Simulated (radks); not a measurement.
The numbers below are computed, except where a source is named.
Ionisation of He, [He], to He+, 1s1, under several functionals. Dirac Kohn-Sham, spin-unpolarised, spherical densities, point nucleus; a radial shooting solver on a logarithmic mesh with Libxc functionals.

| functional | E(He) (hartree) | Exc (hartree) | IE (eV) | -e(HOMO) (eV) | <r> HOMO (bohr) | IE error (eV) |
|---|---|---|---|---|---|---|
| B86b exchange with PBE correlation | -2.90296 | -1.05799 | 27.068 | 15.843 | 0.9438 | +2.481 |
| PBEsol | -2.85786 | -1.00435 | 26.594 | 15.499 | 0.9512 | +2.006 |
| BP86 | -2.90648 | -1.06147 | 27.097 | 15.890 | 0.9423 | +2.510 |
| PW91 | -2.90014 | -1.05453 | 27.082 | 15.872 | 0.9450 | +2.494 |
| BLYP | -2.90721 | -1.06211 | 27.157 | 15.916 | 0.9456 | +2.570 |

NIST Atomic Spectra Database: 24.587 eV (measured). Closest: PBEsol. The Delta-SCF values span 0.56 eV, the total energies 0.05 hartree. The highest occupied level is 1s1/2. Spin polarisation and multiplet splitting are left out, so open shells lie too high by an amount that depends on their filling.

Beside tabulated values, note that spin-unpolarised runs miss the spin-polarisation part of the exchange energy of open shells.
